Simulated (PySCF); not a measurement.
Compound: C₄H₅N₃S.
SMILES: `CSc1cncnn1`

Method used: PySCF, TDDFT CAM-B3LYP/def2-SVPD, vertical, gas phase, core orbitals frozen in the response. The structure is a single GFN2-xTB conformer in the gas phase; no vibrational or solvent corrections. Torsions of this conformer, `[CH3:1][S:2][c:3]1[cH:4][n:5][cH:6][n:7][n:8]1`: C1–S2–C3–C4 180°.

| state | E (eV) | E (hartree) | f | symmetry | main configurations (H = HOMO, L = LUMO) |
| --- | --- | --- | --- | --- | --- |
| S1 | 3.31 | 0.1217 | 0.0046 | A″ | H-1→L (99%) |
| S2 | 4.20 | 0.1543 | 0.0000 | – | H-1→L+1 (98%) |
| S3 | 4.38 | 0.1608 | 0.040 | A′ | H→L (97%) |
| S4 | 5.30 | 0.1947 | 0.294 | A′ | H→L+1 (96%) |
| S5 | 5.53 | 0.2031 | 0.0003 | – | H-2→L (86%), H-4→L (10%) |
| S6 | 5.69 | 0.2091 | 0.0000 | – | H→L+2 (77%), H→L+8 (9%) |
| S7 | 6.11 | 0.2244 | 0.0001 | – | H-4→L (67%), H-6→L (21%), H-2→L (8%) |
| S8 | 6.46 | 0.2375 | 0.0029 | A″ | H-2→L+1 (94%) |

Triplets (Tamm–Dancoff): T1 2.63 eV, H-1→L (96%); T2 3.42 eV, H→L (90%); T3 3.84 eV, H-1→L+1 (93%).

The lowest singlet comes at 374 nm (320 kJ/mol) in the ultraviolet; it is very weak; its leading configuration is HOMO-1→LUMO (99%). The strongest level in the table is S4 at 5.30 eV (234 nm, f = 0.294). Löwdin shares by element: HOMO sulfur 52%, carbon 16% or more, nitrogen 7% or more (atoms not listed hold the other 24%); LUMO nitrogen 61%, carbon 20% or more (atoms not listed hold the other 19%). Orbital energies (eV): HOMO-3 -11.08, HOMO-2 -10.59, HOMO-1 -8.45, HOMO -8.24, LUMO -0.99, LUMO+1 -0.21, LUMO+2 0.96. Weighted by f, the mean energy of these states is 5.17 eV. Of the 8 states listed, 2 reach f = 0.01 and 4 stay under 0.0005. No computed singlet lies in the visible range (380 to 750 nm); the lowest, at 374 nm, stands 0.05 eV above its violet end (3.26 eV); a Tamm–Dancoff triplet lies at 472 nm, without intensity as long as spin–orbit coupling is left out. Symmetry labels in Cs follow from the direction of the transition dipole and are given only for states with f of 0.002 or more. Singlets were solved by full linear response, triplets in the Tamm–Dancoff approximation.
